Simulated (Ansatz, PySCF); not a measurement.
C₄H₆OSe, SMILES O=C1CC[C@@H]1[SeH]. Atoms are numbered in the order given.

```xyz
12

O     -0.6998     2.3557     0.2423
C     -1.0423     1.2091     0.2119
C     -2.1873     0.4084     0.8453
C     -1.7595    -0.8076    -0.0270
C     -0.5155    -0.0238    -0.5354
Se     1.1745    -0.6700     0.2661
H     -2.0522     0.2717     1.9299
H     -3.1894     0.8283     0.6679
H     -2.4662    -1.0356    -0.8374
H     -1.5457    -1.7337     0.5237
H     -0.3902     0.0852    -1.6222
H      1.8577     0.6305     0.1157
```

Coordinates come from a B3LYP-D3(BJ)/def2-SVP optimisation. The structure was generated by enumeration; whether it is a known compound was not checked. One conformer was computed; it need not be the lowest.

Two levels are set side by side: PBE-D3(BJ)/def2-SVP (Ansatz, a first-principles code) and B3LYP-D3(BJ)/def2-SVP (Ansatz). Each level has its own optimised geometry; the coordinates shown are those of the second. Frequencies come from the Hessian of PySCF at each geometry. Differences are taken from unrounded values.

| quantity | B3LYP-D3(BJ) | PBE-D3(BJ) | PBE-D3(BJ) minus B3LYP-D3(BJ) |
|---|---|---|---|
| mean bond length (Å) | 1.361 | 1.367 | 0.006 |
| bond O1–C2 (Å) | 1.197 | 1.207 | 0.010 |
| bond C2–C3 (Å) | 1.534 | 1.538 | 0.003 |
| bond C2–C5 (Å) | 1.535 | 1.541 | 0.006 |
| bond C3–C4 (Å) | 1.556 | 1.557 | 0.000 |
| bond C4–C5 (Å) | 1.556 | 1.556 | 0.001 |
| bond C5–Se6 (Å) | 1.979 | 1.982 | 0.003 |
| bond C3–H7 (Å) | 1.101 | 1.109 | 0.008 |
| bond C3–H8 (Å) | 1.101 | 1.109 | 0.008 |
| bond C4–H9 (Å) | 1.099 | 1.107 | 0.008 |
| bond C4–H10 (Å) | 1.098 | 1.106 | 0.008 |
| bond C5–H11 (Å) | 1.099 | 1.108 | 0.009 |
| bond Se6–H12 (Å) | 1.477 | 1.487 | 0.010 |
| highest harmonic wavenumber (cm⁻¹) | 3140 | 3081 | -60 |
| mean harmonic wavenumber (cm⁻¹) | 1300 | 1264 | -36 |
| zero-point energy (kcal/mol) | 55.77 | 54.22 | -1.55 |

Exact exchange shortens and stiffens bonds; PBE has none. Differences between two approximate levels are no errors against the true value.
